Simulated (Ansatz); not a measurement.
`CCO[SiH](C)F` + `BOC` → `BOCCC` + `C[SiH](O)F`  (formal exchange of groups at a C–O bond)

Isolated molecules relaxed with PBE0-D4/def2-TZVP in Ansatz; ΔE leaves out vibrations. CCSD(T)/CBS is the MP2 limit (def2-TZVPP, def2-QZVPP) plus CCSD(T) − MP2 in def2-TZVPP, frozen cores. DFT in def2-TZVPP. One conformer a species, not always the lowest.

`CCO[SiH](C)F`:

Cartesian coordinates in Å:
```
C -0.614 -2.146 -1.168
C -0.495 -0.677 -0.850
O 0.708 -0.449 -0.136
Si 1.203 0.974 0.480
C -0.058 1.771 1.577
F 1.501 2.000 -0.716
H -0.629 -2.738 -0.251
H -1.535 -2.341 -1.723
H 0.233 -2.475 -1.775
H -1.354 -0.349 -0.251
H -0.492 -0.086 -1.774
H 2.486 0.692 1.157
H -0.318 1.113 2.410
H -0.972 2.008 1.028
H 0.335 2.703 1.990
```

`BOC`:

```xyz
8

B     0.932    0.313    0.924
O    -0.087   -0.472    0.554
C    -0.759   -0.306   -0.679
H     1.308    1.198    0.200
H     1.430    0.088    1.988
H    -0.334    0.521   -1.254
H    -0.676   -1.231   -1.253
H    -1.815   -0.111   -0.481
```

`BOCCC`:

Z-matrix (Å, degrees):
```
C
O 1 1.419
C 1 1.512 2 110.7
H 1 1.097 2 109.8 3 -122.5
H 1 1.095 2 107.2 3 120.2
B 2 1.338 1 122.3 3 113.4
C 3 1.519 1 111.8 2 176.7
H 3 1.094 1 108.7 2 54.6
H 3 1.095 1 108.8 2 -61.2
H 6 1.197 2 117.0 1 -179.0
H 6 1.204 2 120.2 1 1.0
H 7 1.091 3 111.1 1 179.9
H 7 1.093 3 111.3 1 -60.2
H 7 1.093 3 111.4 1 59.9
```

`C[SiH](O)F`:

Z-matrix (Å, degrees):
```
C
Si 1 1.851
H 1 1.093 2 110.5
H 1 1.093 2 110.6 3 -119.8
H 1 1.093 2 111.4 3 119.7
O 2 1.634 1 113.2 3 179.7
F 2 1.601 1 107.2 3 -59.2
H 2 1.477 1 113.7 3 59.6
H 6 0.958 2 119.0 1 51.4
```

| level | ΔE (kcal/mol) |
| --- | --- |
| ωB97X-V | -12.0 |
| ωB97M-V | -12.6 |

Task: What does CCSD(T)/CBS give? (Estimate.)

Result: The calculation gave: -13.5 kcal/mol. The listed levels differ from it by 1.5, 0.9 kcal/mol.

Largest T1 diagnostic among the species: 0.014.

In def2-TZVPP, CCSD(T) changes the Hartree–Fock value by −2.4 kcal/mol (the triples alone add −0.1 kcal/mol) and MP2 by −3.6 kcal/mol.
